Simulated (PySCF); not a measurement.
**C7H14Si: full NMR table**

```
Formula                               : C7H14Si
SMILES                                : C[C@@H]1[C@@H]2C[C@@]1(C)C[SiH2]2
InChI                                 : InChI=1S/C7H14Si/c1-5-6-3-7(5,2)4-8-6/h5-6H,3-4,8H2,1-2H3/t5-,6+,7+/m1/s1
Point group of the computed structure : C1
Degrees of unsaturation               : 2
Carbon signals                        : 7
Proton signals                        : 10
```

Structure with atom numbers: `[CH3:1][C@@H:2]1[C@@H:3]2[CH2:4][C@@:5]1([CH3:6])[CH2:7][SiH2:8]2`. Hydrogens are named by the atom that carries them. Ha(C4), Ha(C7), Ha(Si8) are cis to C1 on the ring; Hb(C4), Hb(C7), Hb(Si8) are trans to C1 on the ring.

Computed data (PySCF 2.14.0 with density-fitted response routines): PBE0/pcSseg-1 with gauge-including orbitals, coordinates at the GFN2-xTB level. Rapidly exchanging positions averaged, non-relativistic Hamiltonian, no solvent model, single conformer.

δ = σ(ref) − σ, references computed at the same level: 1H (31.72 ppm), 13C (186.93 ppm), 29Si (349.16 ppm) vs TMS.

| carbon | δC, type | δH (multiplicity) | HMBC from (2–3 bonds) | span of the C tensor (ppm) |
| --- | --- | --- | --- | --- |
| C1 | 14.8, CH3 | 1.22 (m) | H(C3), H(C2) | 27 |
| C2 | 45.7, CH | 1.30 (m) | Ha(Si8), Hb(Si8), Ha(C4), H(C3), H(C1), H(C6), Hb(C4), Ha(C7), Hb(C7) | 23 |
| C3 | 26.9, CH | 1.35 (m) | Ha(Si8), Hb(Si8), Ha(C4), H(C2), H(C1), Hb(C4), Ha(C7), Hb(C7) | 37 |
| C4 | 36.8, CH2 | Ha(C4) 2.08 (m); Hb(C4) 1.02 (m) | Ha(Si8), Hb(Si8), H(C3), H(C2), H(C6), Ha(C7), Hb(C7) | 34 |
| C5 | 45.3, C | – | Ha(Si8), Hb(Si8), Ha(C4), H(C3), H(C2), H(C1), H(C6), Hb(C4), Ha(C7), Hb(C7) | 30 |
| C6 | 23.3, CH3 | 1.13 (s) | Ha(C4), H(C2), Hb(C4), Ha(C7), Hb(C7) | 39 |
| C7 | 22.9, CH2 | Hb(C7) 0.88 (m); Ha(C7) 0.95 (m) | Ha(Si8), Hb(Si8), Ha(C4), H(C3), H(C2), H(C6), Hb(C4) | 55 |

Other nuclei:
```csv
atoms,nucleus,environment,δ (ppm),σ (ppm)
Ha(Si8),1H,"hydrogen on a silicon bonded to 2 C, in a 5-membered ring",4.11,27.61
Hb(Si8),1H,"hydrogen on a silicon bonded to 2 C, in a 5-membered ring",4.11,27.61
Si8,29Si,"silicon bonded to 2 C, 2 H, in a 5-membered ring",-41.3,390.5
```

- Carbon types of the structure: 1 × C, 2 × CH, 2 × CH2, 2 × CH3, leaving 2 H on heteroatoms.
- δC 45.7: sp3 CH in a ring; aliphatic region, no heteroatom directly attached.
- δC 45.3: quaternary sp3 carbon in a ring; a saturated carbon with 4 carbon neighbours and no heteroatom attached.
- δC 36.8: sp3 CH2 in a ring; aliphatic region, no heteroatom directly attached.
- δC 23.3, 14.8: methyl carbon; saturated and bonded to C and H only.
- δH 1.22, 1.13: hydrogen on a methyl carbon; far from electronegative atoms and π systems.

Shifts are as computed. Against solution values, carbons near 30 ppm lie about +3 ppm off and those near 130 ppm about +5 ppm. Of 1309 compounds with measured shifts, 239 miss one by over three times the rms of a fit or turn the order of signals round; such compounds aren't used in these exercises. Multiplicities follow the n + 1 count of equivalent neighbours, as no J values were calculated; m marks all less simple cases, F and P coupling included.
